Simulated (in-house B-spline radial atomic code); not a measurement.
How numerical settings move a run on Cl III (Cl2+), [Ne] 3s2 3p3. Computed with an all-electron radial atomic-structure program (B-spline basis): non-relativistic Hartree-Fock, average of configuration, point nucleus.

Command:
```bash
python run_scf.py task.json out
```
Settings of the sound reference run:
```
Z                17
electrons        15
configuration    [Ne] 3s2 3p3
hamiltonian      nr
method           hf
spin_polarised   False
knot_spacing     0.22
spline_order     8
gauss_points     12
box_radius       22.22
max_iterations   70
damping          0.5
damped_steps     3
diis_vectors     10
tolerance        1e-08
start            Thomas-Fermi
```

Time taken, with all properties: 0.11 s on 1 thread of Intel(R) Xeon(R) Platinum 8488C, with other jobs on the host.

It converges in 9 iterations to -458.122720 hartree, with 3p at -37.9059 eV. The other runs change the listed settings, some to values that make no sense; their results aren't properties of the atom or ion. Radii are in bohr (the nuclear one in fm), a minus after a letter asks for a j subshell, and «unchanged» means within 1e-8 hartree. The run stops when the residual is below 10 × tolerance × max(1, Z/10), or a noise floor if that is larger, and the energy moves by less than 1e-8 × √|E| hartree; so very loose and very tight tolerances often act alike.

| changed settings | outcome |
| --- | --- |
| diis_vectors = 2 | converged in 10 iterations, energy unchanged, 3p level +8.4e-07 eV |
| knot_spacing = 2 | converged in 9 iterations, energy +2.71e+01 hartree from the reference, 3p level -2.1e+00 eV (the program warns: 3p reaches the box edge; 1s reaches the box edge) |
| diis_vectors = 0 | converged in 24 iterations, energy unchanged |
| electrons = 16, configuration = [Ne] 3s2 3p3 4s-1, max_iterations = 50 | stopped with error: j subshells need the Dirac Hamiltonian and l > 0 |
| tolerance = 1e-06 | converged in 8 iterations, energy unchanged, 3p level -3.1e-05 eV |
| diis_vectors = 1 | converged in 13 iterations, energy unchanged, 3p level +8.4e-07 eV |
| tolerance = 1e-13 | converged in 10 iterations, energy unchanged, 3p level +1.4e-06 eV |
| box_radius = 88.88, max_iterations = 5, damped_steps = 0, tolerance = 1e-13 | not converged after 5 iterations, last residual 9.1e-05, last energy +1.64e-07 hartree from the reference |
| hamiltonian = dirac, method = tpss,tpss, nucleus = fermi, rms_radius = 3.3654, mass_number = 35, atomic_mass = 34.96885, speed_of_light = 137.036 | stopped with error: meta-GGAs are not served with the Dirac Hamiltonian |
| knot_spacing = 0.3 | converged in 9 iterations, energy +2.09e-07 hartree from the reference |
| knot_spacing = 0.4 | converged in 10 iterations, energy +2.39e-05 hartree from the reference, 3p level +3.4e-06 eV |
| knot_spacing = 0.3, spline_order = 3, gauss_points = 16, max_iterations = 60, tolerance = 1e-05 | converged in 8 iterations, energy +3.19e-02 hartree from the reference, 3p level -3.3e-03 eV |
| knot_spacing = 1 | converged in 10 iterations, energy +1.12e+00 hartree from the reference, 3p level -1.7e-01 eV (the program warns: 2s reaches the box edge; 3s reaches the box edge) |
| diis_vectors = 20 | converged in 9 iterations, energy unchanged |

(1) What happens with spline_order = 5, max_iterations = 75, damping = 0.95, damped_steps = 0, start = bare nucleus?

(2) What happens with knot_spacing = 0.75?

(3) What happens with gauss_points = 8, first_knot = 5.88e-05, max_iterations = 60, damped_steps = 8?

(4) What happens with knot_spacing = 1.4?

## Answers

(1) Converged in 9 iterations, energy +3.31e-06 hartree from the reference, 3p level -3.5e-07 eV.

(2) Converged in 10 iterations, energy +2.08e-01 hartree from the reference, 3p level -2.5e-02 eV.

(3) Converged in 11 iterations, energy unchanged, 3p level +1.1e-04 eV.

(4) Converged in 9 iterations, energy +1.42e+01 hartree from the reference, 3p level -1.4e+00 eV (the program warns: 3p reaches the box edge; 1s reaches the box edge).
